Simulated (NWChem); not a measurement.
All runs are NWChem calculations. System: H₂As, charge 0, spin multiplicity 2, at a geometry optimised with UPBE0/def2-SVP. The structure started from a generated list of species. Its SCF solution wasn't tested for a lower state. Level: UMP2/def2-TZVP, 9 core orbitals frozen.

Job file:

```
start mol
memory heap 200 mb stack 900 mb global 1100 mb
geometry units angstroms nocenter noautoz
  As     0.000000     0.000000    -0.061399
  H     -1.088753     0.000000     1.013080
  H      1.088753     0.000000     1.013080
  symmetry group C2v
end
basis spherical
  * library def2-tzvp
end
scf
  uhf
  nopen 1
  maxiter 100
  thresh 1e-7
  semidirect memsize 60000000 filesize 0
  # guess.movecs holds the orbitals of an unrestricted PBE0 run
  vectors input guess.movecs output mol.movecs
end
mp2
  freeze core 9
end
task mp2 energy
```

Part of the output:

```
             Northwest Computational Chemistry Package (NWChem) 7.3.0
             --------------------------------------------------------

                                NWChem Input Module
                                -------------------

 Scaling coordinates for geometry "geometry" by  1.889725989
 (inverse scale =  0.529177249)

 Turning off AUTOSYM since
 SYMMETRY directive was detected!

                             Geometry "geometry" -> ""
                             -------------------------

 Output coordinates in angstroms (scale by  1.889725989 to convert to a.u.)

  No.       Tag          Charge          X              Y              Z
 ---- ---------------- ---------- -------------- -------------- --------------
    1 As                  33.0000     0.00000000     0.00000000    -0.06139900
    2 H                    1.0000    -1.08875300     0.00000000     1.01308000
    3 H                    1.0000     1.08875300     0.00000000     1.01308000

 Effective nuclear repulsion energy (a.u.)      23.0752085558

            Nuclear Dipole moment (a.u.)
            ----------------------------
        X                 Y               Z
 ---------------- ---------------- ----------------
     0.0000000000     0.0000000000    -0.0000132281

      Symmetry information
      --------------------

 Group name             C2v
 Group number             16
 Group order               4
 No. of unique centers     2

      Symmetry unique atoms

     1    2


 Summary of "ao basis" -> "" (spherical)
 ------------------------------------------------------------------------------
       Tag                 Description            Shells   Functions and Types
 ---------------- ------------------------------  ------  ---------------------
 *                         def2-tzvp                  on all atoms

 Summary of "ao basis" -> "ao basis" (spherical)
 ------------------------------------------------------------------------------
       Tag                 Description            Shells   Functions and Types
 ---------------- ------------------------------  ------  ---------------------
[...]
  AO/Fock/Back tols     =   1.0D-09  1.0D-09  1.0D-09

 GA uses MA = F    GA memory limited = T

 Available:
  local mem=  1.26D+08
 global mem=  1.44D+08
 local disk=  0.00D+00
  mp2_memr nvloc                    42
  nvloc new                    42
   1 passes of   9:        4194304                      26236                   2358145.
   1 passes of   9: M    126150538           G      144172000           F     121956234.

 Semi-direct pass number   1 of   1  for UHF alpha       at        0.8s
  vrange nnbf                  1830
  mp2_eaftype                    10  avail_ma_in_mb                  1099
 EAF : mp2_eaftype filesize          10    1179072.
  mp2_eaf for mointskh                     10
Node 0 wrote      5.5 Mb in      0.0 s     Agg I/O rate:  1197.3 Mb/s
 Done moints_semi at        3.1s
  mp2_eaftype                    10  avail_ma_in_mb                  1089
 EAF : mp2_eaftype filesize          10    1179072.
  mp2_eaf for kh                    10
 Done maket at        3.1s
 Done multipass loop at        3.1s

 GA uses MA = F    GA memory limited = T

 Available:
  local mem=  1.26D+08
 global mem=  1.44D+08
 local disk=  0.00D+00
  mp2_memr nvloc                    43
  nvloc new                    43
   1 passes of   8:        4194304                      24537                   2146597.
   1 passes of   8: M    126150538           G      144172000           F     121956234.

 Semi-direct pass number   1 of   1  for UHF beta        at        3.2s
  vrange nnbf                  1830
  mp2_eaftype                    10  avail_ma_in_mb                  1099
 EAF : mp2_eaftype filesize          10    1073298.
  mp2_eaf for mointskh                     10
Node 0 wrote      5.0 Mb in      0.0 s     Agg I/O rate:   764.0 Mb/s
 Done moints_semi at        4.8s
  mp2_eaftype                    10  avail_ma_in_mb                  1089
 EAF : mp2_eaftype filesize          10    1073298.
  mp2_eaf for kh                    10
 Done maket at        4.8s
 Done multipass loop at        4.8s

          -------------------------------------------
          SCF energy               -2235.341997915069
          Correlation energy          -0.246414402451
          Singlet pairs                0.000000000000
          Triplet pairs                0.000000000000
          Total MP2 energy         -2235.588412317520
          -------------------------------------------

          ---------------------------------------------------
                    Spin Component Scaled (SCS) MP2
          Same spin pairs                     -0.069088620436
          Same spin scaling factor             0.333333333333
          Opposite spin pairs                 -0.177325782015
          Opposite spin scaling fact.          1.200000000000
          SCS-MP2 correlation energy          -0.235820478563
          Total SCS-MP2 energy             -2235.577818393633
          ---------------------------------------------------

 -----------------------
 Performance information
 -----------------------

 Timer overhead =  1.02D-07 seconds/call

               Nr. of calls         CPU time (s)                 Wall time (s)                GFlops
             ---------------    -------------------     ------------------------------   -------------------
Name         Min   Avg   Max    Min     Avg     Max     Min     Avg     Max   Mx/calls   Min     Max     Sum
mp2: moin     2     2     2    3.9     3.9     3.9      3.9     3.9     3.9     2.0      0.0     0.0     0.0
mp2: make     2     2     2   6.48E-2 6.48E-2 6.48E-2  6.48E-2 6.48E-2 6.48E-2 3.24E-2   0.0     0.0     0.0
mp2: tota     1     1     1    4.1     4.1     4.1      4.1     4.1     4.1     4.1      0.0     0.0     0.0

 The average no. of pstat calls per process was 5.00D+00
 with a timing overhead of 5.10D-07s

 Task  times  cpu:        4.8s     wall:        4.8s

 Total times  cpu:        4.8s     wall:        4.8s
```
